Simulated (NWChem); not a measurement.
Polarisability of H$_{4}$Ti

SMILES: [TiH4]
```xyz
5

Ti     0.0000     0.0000     0.0000
H      1.3902     0.0000     0.9824
H     -1.3902     0.0000     0.9824
H      0.0000    -1.3902    -0.9825
H      0.0000     1.3902    -0.9825
```
Charge 0, spin multiplicity 1.

All runs are NWChem calculations. Structure: optimised with PBE/def2-SVP, a minimum by its harmonic frequencies.

Basis set: def2-SVPD. Static limit.

The correlated methods keep 5 core orbitals frozen. B3LYP has NWChem's definition, with VWN1-RPA local correlation. The structure started from a generated list of species. No row is a measurement; the coupled-cluster row has its own basis-set and correlation limits.

```tsv
method	isotropic polarisability (bohr³)
PBE	48.85
B3LYP	48.23
HF	___
LDA (SVWN5)	___
CCSD linear response	___
```

Problem. Fill in the missing entries.

Solution. 
- HF, isotropic polarisability (bohr³): 46.62
- LDA (SVWN5), isotropic polarisability (bohr³): 49.83
- CCSD linear response, isotropic polarisability (bohr³): 52.32
